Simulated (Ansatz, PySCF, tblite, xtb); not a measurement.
Scan of H₂O (cation, charge +1), doublet: symmetric bend, bond length relaxed. Scanned: H-O-H angle. Other coordinates (O-H bond length) were minimised at B3LYP/def2-TZVP.

- GFN2-xTB, 300 K electronic temperature (tblite)
- UHF/LANL2DZ = unrestricted Hartree-Fock/LANL2DZ (PySCF)
- GFN1-xTB (xtb)
- FCI/cc-pVDZ = full CI/cc-pVDZ, frozen core run with Ansatz (a program for electronic structure)

Energies relative to the lowest point of each profile, in kcal/mol; the last columns give the difference from FCI:

| a / ° | GFN2-xTB | UHF/LANL2DZ | GFN1-xTB | FCI/cc-pVDZ | GFN2-xTB − FCI/cc-pVDZ | UHF/LANL2DZ − FCI/cc-pVDZ | GFN1-xTB − FCI/cc-pVDZ |
|---|---|---|---|---|---|---|---|
| 180 | 8.2 | 12.2 | 7.7 | 24.6 | -16.4 | -12.4 | -16.9 |
| 170.64 | 7.5 | 11.6 | 7.5 | 23.6 | -16.1 | -12.0 | -16.1 |
| 164.47 | 6.7 | 10.5 | 7.0 | 21.9 | -15.2 | -11.4 | -14.8 |
| 156.20 | 5.1 | 8.4 | 5.9 | 18.6 | -13.5 | -10.2 | -12.7 |
| 147.15 | 3.2 | 5.6 | 4.2 | 14.2 | -10.9 | -8.6 | -10.0 |
| 139.12 | 1.7 | 3.1 | 2.5 | 10.0 | -8.3 | -6.9 | -7.5 |
| 133.71 | 0.9 | 1.7 | 1.6 | 7.3 | -6.4 | -5.6 | -5.8 |
| 123.76 | 0.0 | 0.0 | 0.3 | 3.1 | -3.1 | -3.1 | -2.8 |
| 115.76 | 0.1 | 0.1 | 0.0 | 0.8 | -0.7 | -0.7 | -0.8 |
| 109.90 | 0.7 | 1.2 | 0.3 | 0.0 | 0.7 | 1.2 | 0.3 |
| 100.01 | 3.0 | 5.6 | 2.1 | 0.6 | 2.3 | 4.9 | 1.5 |
| 92.48 | 5.9 | 11.2 | 4.7 | 3.1 | 2.7 | 8.1 | 1.6 |
| 84.55 | 10.2 | 19.4 | 8.8 | 7.9 | 2.4 | 11.6 | 0.9 |
| 75.66 | 16.9 | 31.5 | 15.1 | 16.0 | 0.9 | 15.5 | -0.9 |
| 67.23 | 25.2 | 45.3 | 23.2 | 26.7 | -1.5 | 18.6 | -3.5 |
| 60 | 34.2 | 58.8 | 32.1 | 38.4 | -4.2 | 20.5 | -6.3 |

GFN2-xTB is furthest from FCI/cc-pVDZ at 180 (-16.4 kcal/mol, below); its mean absolute difference over the points is 6.6 kcal/mol.

UHF/LANL2DZ is furthest from FCI/cc-pVDZ at 60 (20.5 kcal/mol, above); its mean absolute difference over the points is 9.5 kcal/mol.

GFN1-xTB is furthest from FCI/cc-pVDZ at 180 (-16.9 kcal/mol, below); its mean absolute difference over the points is 6.4 kcal/mol.
